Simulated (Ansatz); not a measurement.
The cluster Mg₄S₄⁻. Charge -1, multiplicity 2. Geometry r2SCAN-D4/def2-SVPD.

| atom | x (Å) | y (Å) | z (Å) |
| --- | --- | --- | --- |
| Mg1 | 0.506 | -2.008 | 0.039 |
| Mg2 | 0.711 | 2.734 | -0.641 |
| Mg3 | 0.218 | 0.503 | 1.479 |
| Mg4 | -0.932 | 0.160 | -1.263 |
| S5 | 0.548 | -1.630 | 2.381 |
| S6 | -1.422 | 1.977 | 0.349 |
| S7 | 1.516 | 0.399 | -0.685 |
| S8 | -1.145 | -2.136 | -1.660 |

The structure comes from a short search, and lower isomers may exist.

Task: Estimate the α-spin orbital energies around the gap (eV) in Ansatz with HF/def2-TZVPD, PBE-D4/def2-TZVPD, r2SCAN-D4/def2-TZVPD, PBE0-D4/def2-TZVPD, BHLYP-D4/def2-TZVPD.

Result: 
| orbital | HF/def2-TZVPD | PBE-D4/def2-TZVPD | r2SCAN-D4/def2-TZVPD | PBE0-D4/def2-TZVPD | BHLYP-D4/def2-TZVPD |
| --- | --- | --- | --- | --- | --- |
| HOMO−9 | -7.41 | -3.56 | -3.80 | -4.71 | -5.69 |
| HOMO−8 | -6.89 | -3.20 | -3.47 | -4.31 | -5.24 |
| HOMO−7 | -6.50 | -2.95 | -3.15 | -4.01 | -4.93 |
| HOMO−6 | -6.21 | -2.62 | -2.83 | -3.69 | -4.61 |
| HOMO−5 | -5.98 | -2.54 | -2.75 | -3.57 | -4.44 |
| HOMO−4 | -5.95 | -2.35 | -2.59 | -3.43 | -4.36 |
| HOMO−3 | -5.73 | -2.26 | -2.46 | -3.29 | -4.19 |
| HOMO−2 | -5.27 | -1.81 | -1.99 | -2.84 | -3.73 |
| HOMO−1 | -4.92 | -1.52 | -1.71 | -2.54 | -3.42 |
| HOMO | -3.51 | -0.86 | -1.03 | -1.60 | -2.17 |
| LUMO | 2.99 | 0.72 | 1.01 | 1.30 | 1.86 |
| LUMO+1 | 3.03 | 0.97 | 1.05 | 1.48 | 2.12 |
| LUMO+2 | 3.37 | 1.50 | 1.85 | 2.08 | 2.57 |
| LUMO+3 | 3.62 | 1.91 | 2.24 | 2.48 | 2.95 |
| LUMO+4 | 3.73 | 2.06 | 2.38 | 2.50 | 2.98 |
| LUMO+5 | 3.75 | 2.21 | 2.68 | 2.58 | 3.02 |
| β HOMO | -4.92 | -1.52 | -1.70 | -2.54 | -3.41 |
| β LUMO | 2.75 | 0.08 | 0.34 | 0.70 | 1.21 |
